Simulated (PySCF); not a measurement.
One of the candidates below gave these computed data.

All candidates are C8H10O3.

| technique | computed result |
| --- | --- |
| Rotational structure | rotational constants A, B, C: 1.391, 0.875, 0.541 GHz [GFN2-xTB] |
| Dipole | 0.57 D [PBE0/pcSseg-1] |
| 13C NMR | chemical shifts (computed TMS as zero) by class: 168.7 (2 C), 165.2 (1 C), 95.8 (2 C), 94.9 (1 C), 56.0 (2 C) ppm [GIAO PBE0/pcSseg-1] |
| 1H NMR | chemical shifts (computed TMS as zero) by class: 5.92 (2 H), 5.91 (1 H), 4.25 (1 H), 3.87 (6 H) ppm [GIAO PBE0/pcSseg-1] |
| NMR, other nuclei | isotropic shieldings of nuclei other than C and H, by class: 209 (1 O), 230 (2 O) ppm [GIAO PBE0/pcSseg-1] |

The electronic properties come from PySCF, for the isolated species, density fitting. Levels stand in brackets. Isolated species at its GFN2-xTB geometry (one conformer only). NMR classes are plain means over equivalent atoms (diastereotopic ones count apart unless rotation or inversion swaps them), as if these changed places fast.

Question: Which candidate is it?
A. `COC(=O)[C@H]1CCC=CC1=O`
B. `CO[C@@H]1C[C@H]1C1=COC=CO1`
C. `CC(=O)OC1=C(C)CCC1=O`
D. `COc1cc(O)cc(OC)c1`
E. `O=CO[C@]12CC[C@H](CC1)C2=O`

Answer: D. It is `COc1cc(O)cc(OC)c1`. Numbering: `[CH3:1][O:2][c:3]1[cH:4][c:5]([OH:6])[cH:7][c:8]([O:9][CH3:10])[cH:11]1`. Its formula, C8H10O3, gives 4 degrees of unsaturation: 1 ring and 3 π bonds in the structure found (Kekulé form). 8 carbons fall into 5 classes; from least to most shielded: aromatic carbon bearing oxygen [C3/C8] (168.7 ppm, 2 C), aromatic carbon bearing oxygen [C5] (165.2 ppm), aromatic CH carbon [C4/C7] (95.8 ppm, 2 C, up to 6.9 ppm apart in this geometry), aromatic CH carbon [C11] (94.9 ppm), methoxy carbon [C1/C10] (56.0 ppm, 2 C). Hydrogen classes from least to most shielded: 2 H on 2 aromatic CH carbons, C4/C7 (5.92 ppm), 1 H on an aromatic CH carbon, C11 (5.91 ppm), 1 H on a phenol-type oxygen, O6 (4.25 ppm), 6 H on 2 methoxy carbons, C1/C10 (3.87 ppm, a mean of values up to 0.5 ppm apart in this geometry). The other shieldings belong to: 209 ppm, phenol-type oxygen [O6]; 230 ppm, aryl ether oxygen [O2/O9]. The optimised geometry has point group Cs and is an asymmetric top.

The others, at the same levels:
- `COC(=O)[C@H]1CCC=CC1=O` fails: it has 8 carbon classes against 5; its computed 13C shifts are 195.9 (1 C), 176.7 (1 C), 162.6 (1 C), 132.8 (1 C), 57.4 (1 C), 51.3 (1 C), 29.6 (1 C), 27.5 (1 C) ppm, 1H shifts are 7.45 (1 H), 6.11 (1 H), 4.01 (3 H), 3.99 (1 H), 3.46 (1 H), 2.27 (1 H), 2.19 (1 H), 2.13 (1 H) ppm and rotational constant A is 1.798 GHz (against 1.391 GHz).
- `CC(=O)OC1=C(C)CCC1=O` fails: it has 8 carbon classes against 5; its computed 13C shifts are 202.0 (1 C), 172.6 (1 C), 171.3 (1 C), 154.5 (1 C), 35.2 (1 C), 31.7 (1 C), 23.4 (1 C), 20.7 (1 C) ppm, 1H shifts are 2.54 (2 H), 2.34 (2 H), 2.29 (3 H), 2.12 (3 H) ppm and rotational constant A is 1.746 GHz (against 1.391 GHz).
- `O=CO[C@]12CC[C@H](CC1)C2=O` fails: it has 6 carbon classes against 5; its computed 13C shifts are 212.6 (1 C), 166.0 (1 C), 81.5 (1 C), 38.4 (1 C), 29.7 (2 C), 26.3 (2 C) ppm, 1H shifts are 8.07 (1 H), 2.98 (2 H), 2.11 (2 H), 1.87 (2 H), 1.66 (2 H), 1.57 (1 H) ppm and rotational constant A is 1.935 GHz (against 1.391 GHz).
- `CO[C@@H]1C[C@H]1C1=COC=CO1` fails: it has 8 carbon classes against 5; its computed 13C shifts are 149.6 (1 C), 134.2 (1 C), 133.4 (1 C), 123.7 (1 C), 68.4 (1 C), 60.7 (1 C), 19.6 (1 C), 19.4 (1 C) ppm, 1H shifts are 5.53 (1 H), 5.46 (1 H), 4.72 (1 H), 3.53 (3 H), 2.76 (1 H), 1.25 (1 H), 0.94 (1 H), 0.41 (1 H) ppm and rotational constant A is 2.508 GHz (against 1.391 GHz).

Each candidate is one conformer, not necessarily the lowest. Dipoles, sizes and rotational constants follow the conformer. The torsions of the flexible species, by atom-mapped SMILES:
- `[CH3:1][O:2][c:3]1[cH:4][c:5]([OH:6])[cH:7][c:8]([O:9][CH3:10])[cH:11]1`: C1–O2–C3–C4 180°, C7–C8–O9–C10 0°, H–O6–C5–C4 0°
- `[CH3:1][C:2](=[O:3])[O:4][C:5]1=[C:6]([CH3:7])[CH2:8][CH2:9][C:10]1=[O:11]`: C1–C2–O4–C5 180°, C2–O4–C5–C6 -55°
- `[CH3:1][O:2][C@@H:3]1[CH2:4][C@H:5]1[C:6]1=[CH:7][O:8][CH:9]=[CH:10][O:11]1`: C1–O2–C3–C4 154°, C4–C5–C6–C7 31°

The conformers of `COC(=O)[C@H]1CCC=CC1=O` and `O=CO[C@]12CC[C@H](CC1)C2=O` aren't listed.
